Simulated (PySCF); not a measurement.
`FC1=C(F)ON=C1`. The calculation used PySCF 2.14.0, PBE0-D3(BJ)/def2-SVP geometry optimisation, gas phase.

```
atom  x, y, z in Å
F1    -1.0266   -1.6923   -0.5390
C2    -0.3721   -0.6028   -0.1959
C3    -0.8928    0.6235    0.2824
N4     0.0646    1.4830    0.5232
O5     1.2374    0.8414    0.2074
C6     0.9723   -0.3813   -0.2135
F7     1.9808   -1.1215   -0.5531
H8    -1.9324    0.9010    0.4563
```

(1) What is the repulsion energy of the bare nuclei, Σ ZA·ZB/RAB?

(2) Work out the bond lengths F1–C2, C2–C3, C3–N4, C3–H8, C6–F7 in bohr.

(3) Give the dihedral angles N4–O5–C6–F7, F1–C2–C6–O5, C6–C2–C3–H8.

(4) How far apart are these pairs, which share no bond: F1···C6, C2···F7, C2···H8, C3···O5?

(5) What are the angles F1–C2–C6, C2–C3–H8, C2–C3–N4, C2–C6–O5, O5–C6–F7?

(6) Write the matrix of distances between heavy atoms (Å, lower triangle).

Results:

(1) 296.92 Eh over 28 pairs, with full nuclear charges and distances in bohr; the largest single term is 22.04 Eh (C6 with F7).

(2) For F1–C2 the difference vector is (0.6545, 1.0895, 0.3431) Å, of length 1.3165 Å. 1 bohr = 0.529177 Å. F1–C2 2.488; C2–C3 2.675; C3–N4 2.474; C3–H8 2.060; C6–F7 2.450 bohr.

(3) N4–O5–C6–F7 180° (antiperiplanar); F1–C2–C6–O5 180° (antiperiplanar); C6–C2–C3–H8 180° (antiperiplanar). Dihedral signs follow IUPAC: positive where, seen along the central bond, the front bond turns clockwise onto the rear one.

(4) F1···C6 2.413 Å (2 bonds apart); C2···F7 2.436 Å (2 bonds apart); C2···H8 2.263 Å (2 bonds apart); C3···O5 2.143 Å (2 bonds apart).

(5) From the scalar product of the two bond vectors; for F1–C2–C6 it is -1.1152 Å² over 1.3165 × 1.3626 Å², cos θ = -0.6217. F1–C2–C6 128.4°; C2–C3–H8 128.7°; C2–C3–N4 111.2°; C2–C6–O5 110.2°; O5–C6–F7 117.1°.

(6) 
```
F1    0.000
C2    1.316  0.000
C3    2.461  1.416  0.000
N4    3.522  2.249  1.309  0.000
O5    3.479  2.200  2.143  1.374  0.000
C6    2.413  1.363  2.176  2.201  1.320  0.000
F7    3.061  2.436  3.464  3.408  2.232  1.296  0.000
```

Not checked by PBE0-D3(BJ)/def2-SVP frequencies.
